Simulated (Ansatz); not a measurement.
BH3O2SSi, relaxed with RKS PBE0-D4/def2-TZVP in Ansatz 0.2.0 from a PBE-D4/def2-SVP geometry. The force threshold is 0.005 eV/Å; the program also tests the step.

Total charge 0; spin multiplicity 1.

Start:

```xyz
8

S    -2.395    0.458   -0.777
B    -0.736    0.050   -0.181
O     0.450    0.777   -0.406
Si    1.187   -0.464    0.536
O    -0.421   -1.077    0.603
H    -1.972    1.586   -1.412
H     1.735   -0.006    1.850
H     2.152   -1.325   -0.215
```

**Question.** How much energy does the relaxation release, and in how many steps? (An estimate is asked.)

**Answer.** Computed: 6.98 kJ/mol, in 5 steps.

**Question.** Which bonds change most? (Best estimate.)

**Answer.** Ansatz gave: O3–Si4 from 1.724 to 1.679 Å; Si4–O5 from 1.721 to 1.677 Å; S1–H6 from 1.362 to 1.343 Å.

**Question.** Give the relaxed structure. (An estimate is asked.)

**Answer.** Ansatz gave: 
```xyz
8

S    -2.370    0.456   -0.770
B    -0.723    0.052   -0.179
O     0.463    0.759   -0.392
Si    1.165   -0.458    0.528
O    -0.398   -1.061    0.598
H    -1.968    1.571   -1.401
H     1.710   -0.008    1.826
H     2.121   -1.310   -0.210
```
